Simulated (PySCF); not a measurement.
Species: CH4N, charge -1, multiplicity 1. 
Structure (B3LYP-D3(BJ)/def2-TZVP (Ansatz) minimum search):
```
C
H 1 1.1082
N 1 1.4206 2 109.69
H 3 1.0278 1 106.57 2 -180.00
H 1 1.1411 2 103.07 3 127.34
H 1 1.1411 2 103.07 5 105.33
```
Charge -1, spin multiplicity 1.

Dispersion corrections to the total energy (kcal/mol) from the dftd3 and dftd4 libraries through PySCF: D3(BJ) without and D4 with the three-body term, each with the damping fitted for the functional named.

| functional | D3(BJ) | D4 |
|---|---|---|
| BP86 | -1.86 | ? |
| r2SCAN | -0.33 | -0.40 |
| HSE06 | -0.71 | -1.22 |
| B3LYP | -2.23 | -2.65 |
| CAM-B3LYP | ? | -1.30 |
| PBE0 | -1.08 | ? |
| TPSS | -1.63 | -2.27 |

Problem. Fill in the missing entries.

Solution. 
- BP86, D4: -2.03
- CAM-B3LYP, D3(BJ): -0.87
- PBE0, D4: -1.35
